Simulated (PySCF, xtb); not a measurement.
C4H13NSi, SMILES CCCNC[SiH3]. Other conformers were not sampled.

Harmonic wavenumbers (cm⁻¹) from GFN2-xTB in xtb at its own minimum, in rising order: 54, 86, 105, 132, 139, 223, 232, 368, 418, 513, 556, 751, 760, 781, 791, 794, 803, 845, 917, 950, 1056, 1103, 1104, 1133, 1155, 1211, 1248, 1265, 1280, 1309, 1370, 1413, 1420, 1493, 1496, 1501, 1503, 1507, 2232, 2252, 2296, 2777, 2786, 2937, 2944, 2964, 2993, 3029, 3034, 3039, 3346.

Problem. What does PBE0-D3(BJ)/def2-SVP run with PySCF give at its own minimum? (The exact figures need the calculation; the answer reports its results.)

Solution. 60, 99, 101, 153, 185, 223, 248, 373, 425, 524, 611, 727, 764, 780, 861, 902, 922, 927, 943, 948, 1060, 1094, 1134, 1153, 1207, 1226, 1266, 1273, 1306, 1319, 1394, 1417, 1457, 1467, 1470, 1479, 1497, 1504, 2217, 2225, 2244, 2929, 2940, 3043, 3051, 3058, 3068, 3106, 3141, 3152, 3558. Paired by order, the mean absolute difference is 44 cm⁻¹ and the zero-point energies are 100.7 and 103.3 kcal/mol.
